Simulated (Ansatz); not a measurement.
Two isomers of CH6FGeNO: A = `[CH3][Ge]([NH2])([OH])[F]`, B = `N[C](O)(F)[GeH3]`.

Isolated molecules relaxed with PBE0-D4/def2-TZVP in Ansatz; ΔE leaves out vibrations. CCSD(T)/CBS is the MP2 limit (def2-TZVPP, def2-QZVPP) plus CCSD(T) − MP2 in def2-TZVPP, frozen cores. Functionals use def2-TZVPP. B3LYP here is the variant with VWN-RPA as its local correlation; programs differ in this. For Ge outer-core shells are correlated without core-valence functions, which leaves a few kJ/mol of doubt a bond. Scalar relativity is left out up to krypton. One conformer a species, not always the lowest.

Problem. Which isomer does CCSD(T)/CBS put lower? Give the gap. (Best estimate.)

Solution. The calculation gave: A, by 81.2 kcal/mol.

Problem. Give E(B) − E(A) in kcal/mol with CCSD(T)/def2-TZVPP, PBE-D4, B3LYP-D4, r2SCAN-D4, B3LYP, ωB97M-V, HF/def2-TZVPP. (Estimate.)

Solution. Ansatz gave: CCSD(T)/def2-TZVPP 80.4, PBE-D4 72.1, B3LYP-D4 76.7, r2SCAN-D4 77.1, B3LYP 76.8, ωB97M-V 77.0, HF/def2-TZVPP 82.4. None reverses the order clearly.

Largest T1 diagnostic: 0.012.

From PBE to PBE0 (25 % exact exchange), in def2-TZVPP and without D4, E(B) − E(A) moves by +2.7 kcal/mol.
